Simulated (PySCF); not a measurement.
# Spinor energies of V(21+) (vanadium, charge +21)

Start: 1s2. Calculated with PySCF 2.14 in an uncontracted even-tempered set (15 s from 22 bohr⁻², ratio 2.4; 9 p from 29 bohr⁻², ratio 2.4; 3 d from 93 bohr⁻², ratio 2.6; 3 f from 140 bohr⁻², ratio 2.6): generalised Hartree-Fock with the X2C-1e Hamiltonian and a Gaussian nucleus; one run each with spin-orbit coupling (SO) switched off, then screened by Boettger's factors, then bare.

```csv
spinor shell,electrons,"ε, spin-free (eV)","ε, screened SO (eV)","ε, bare SO (eV)",weight of nominal j (screened SO),"rms radius, screened SO (bohr)"
1s1/2,2,-6856.1,-6856.1,-6856.1,1.000,0.0758
```

| quantity | spin-free | screened SO | bare SO |
| --- | --- | --- | --- |
| E (hartree) | -518.28571 | -518.28571 | -518.28571 |
| M_J | 0 | 0 | 0 |
| ⟨J²⟩ | 0.000 | 0.000 | 0.000 |
| ⟨L²⟩ | 0.000 | 0.000 | 0.000 |
| ⟨S²⟩ | 0.000 | 0.000 | 0.000 |

Without spin-orbit coupling the j labels of p, d and f shells carry no meaning; the spin-free column gives the mean over the occupied spinors of each nl shell.
